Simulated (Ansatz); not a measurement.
Calculated with Ansatz (gas phase, PBE0-D4/def2-TZVP geometries, no zero-point term in ΔE). CCSD(T)/CBS adds triple-zeta CCSD(T) − MP2 to the extrapolated MP2 energy (def2 sets, frozen cores). Each species was taken in one conformer, which may not be the lowest.

`CSB(F)[SiH3]` → `FC[SiH2]BS`  (isomerisation)

```tsv
species	HF/CBS(def2) energy (Eh)
`CSB(F)[SiH3]`	-852.14020
`FC[SiH2]BS`	-852.07085
```

Task: Work out ΔE.

Result: ΔE = (-852.07085) − (-852.14020) = 0.06935 Eh = +182.1 kJ/mol. CCSD(T)/CBS gives +185.6 kJ/mol.

Largest T1 diagnostic among the species: 0.014.

In def2-TZVPP, CCSD(T) changes the Hartree–Fock value by +3.3 kJ/mol (the triples alone add +1.6 kJ/mol) and MP2 by +11.7 kJ/mol.
